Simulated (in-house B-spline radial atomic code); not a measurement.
Settings and results of a run for In+. Method: scalar-relativistic (X2C) SCAN, spin-polarised, spherical fractional occupations, Fermi nucleus of rms radius 4.6156 fm. Calculated with a B-spline radial code for spherical atoms.

Command:
```bash
python run_scf.py task.json out
```
Settings (nuclear radius in fm, mass in u):
```
Z                49
configuration    [Kr] 4d10 5s2
hamiltonian      x2c
method           scan,scan
spin_polarised   True
nucleus          fermi
rms_radius       4.6156
atomic_mass      114.90388
speed_of_light   137.035999084
```

Output (hartree, bohr):
```
 radial grid: 81 intervals, B-splines of order 8, outer radius 60 bohr

 iter        energy (Eh)    residual
    1       -5881.208269    1.92e-01
    2       -5881.218823    1.47e-03
    3       -5881.218841    8.79e-04
    4       -5881.218845    4.48e-04
    5       -5881.218847    8.96e-05
    6       -5881.218847    2.68e-05
    7       -5881.218847    1.06e-05
    8       -5881.218847    2.18e-06
    9       -5881.218847    2.04e-07

 total energy                     -5881.21885
 kinetic                            6180.1388
 electron-nucleus                 -14260.5495
 Hartree                            2360.7399
 exchange-correlation               -161.5481

 orbital      occ     eigenvalue          <r>       <r^2>       <1/r>       r_max
 1s up      1.000     -1020.2612    0.0291482  0.00116008     54.1164     0.01854
 1s down    1.000     -1020.2612    0.0291482  0.00116008     54.1164     0.01854
 2s up      1.000      -153.6002     0.127952   0.0193725      12.271      0.1084
 2s down    1.000      -153.6002     0.127952   0.0193725      12.271      0.1084
 2p up      3.000      -137.8406     0.111917   0.0153108     11.4294     0.08668
 2p down    3.000      -137.8406     0.111917   0.0153108     11.4294     0.08668
 3s up      1.000       -29.6206      0.34755    0.138285     4.28957       0.315
 3s down    1.000       -29.6206      0.34755    0.138285     4.28957       0.315
 3p up      3.000       -24.4024     0.346408    0.139393     4.00715      0.3085
 3p down    3.000       -24.4024     0.346408    0.139393     4.00715      0.3085
 3d up      5.000       -16.2992     0.324406    0.125083     3.75315      0.2587
 3d down    5.000       -16.2992     0.324406    0.125083     3.75315      0.2587
 4s up      1.000        -4.7965     0.850215     0.81803     1.64224       0.772
 4s down    1.000        -4.7965     0.850215     0.81803     1.64224       0.772
 4p up      3.000        -3.2339     0.922906    0.974433     1.47475      0.8175
 4p down    3.000        -3.2339     0.922906    0.974433     1.47475      0.8175
 4d up      5.000        -0.9790      1.17874     1.66721     1.13945      0.9294
 4d down    5.000        -0.9790      1.17874     1.66721     1.13945      0.9294
 5s up      1.000        -0.5612      2.45947     6.86177    0.521827       2.097
 5s down    1.000        -0.5612      2.45947     6.86177    0.521827       2.097
```

Cost of the run: 0.66 s on 1 thread of Intel(R) Xeon(R) 6975P-C, on a shared host.

One-electron X2C: radii and densities carry no picture-change correction, so inner-shell <1/r> comes out high (for 1s by about 2 % at Z = 33, 5 % at 54, 10 % at 75, 30 % at 118) and <r> low.
